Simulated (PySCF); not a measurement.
# How the method changes the shape and vibrations of Cl2HSi cation

Calculated results; nothing here was measured. The program is PySCF 2.14.0, an open-source quantum chemistry code, run on an isolated molecule that a program drew, which may never have been made. The molecule is Cl2HSi cation (charge +1, singlet), drawn as the SMILES string `Cl[SiH+]Cl`.

The geometry was optimised and harmonic frequencies were computed with HF and MP2, all in the cc-pV(D+d)Z basis, for the commonest isotopes, with a restricted reference for singlets and an unrestricted one otherwise, and a frozen core in MP2. Each result is a local minimum of its method.

Geometry at the HF minimum:
```xyz
4
Cl2HSi cation, angstrom
Cl   -2.8120   -1.9835   -0.3779
Si   -1.1201   -1.1429    0.0982
Cl   -0.1843   -1.6473    1.7309
H    -0.5507   -0.1299   -0.7728
```

Lengths of the bonds as drawn, in Å (atoms numbered as above):
| bond | HF | MP2 |
|---|---|---|
| Cl1-Si2 | 1.948 | 1.956 |
| Si2-Cl3 | 1.948 | 1.956 |
| Si2-H4 | 1.452 | 1.461 |

Rotational constants, in GHz:
```
constant     HF    MP2
       A  21.83  22.05
       B  2.521  2.485
       C   2.26  2.233
```

Harmonic frequencies in cm^-1, each column in rising order, so a row needn't be the same motion in every method:
```
rank,HF,MP2
1,218,209
2,581,547
3,610,?
4,763,749
5,865,832
6,2482,2407
```

**Estimate the missing MP2 frequency from the HF column.**

A single factor s that minimises the squared misfit of MP2 against s times HF over the other rows is sum(HF x MP2) / sum(HF^2) = 0.9686, with an rms misfit of 9 cm^-1. For rank 3 it gives 0.9686 x 610 = 591 cm^-1. The calculation gives 598 cm^-1, 7 cm^-1 above the estimate. The drawn bonds are on average 0.5 % longer in MP2 than in HF.
